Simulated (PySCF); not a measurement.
F₄H₂OSi₂, SMILES F[SiH2]O[Si](F)(F)F.

Geometry: PBE0-D3(BJ)/def2-SVP. The values are those of a single conformer.

Method: ωB97X/def2-TZVP run with PySCF.

```json
{
  "total_energy": "-1055.29099 hartree",
  "highest_occupied_level": "-12.37 eV",
  "lowest_empty_level": "2.00 eV",
  "orbital_gap": "14.37 eV",
  "dipole_moment": "2.19 D",
  "quadrupole, principal values (traceless, Buckingham form, about the centre of nuclear charge)": "-6.39, 0.15, 6.24 D·Å",
  "mean_static_polarisability": "44.8 bohr³ (6.64 Å³)",
  "polarisability_principal_values": "41.2, 43.1, 50.0 bohr³"
}
```
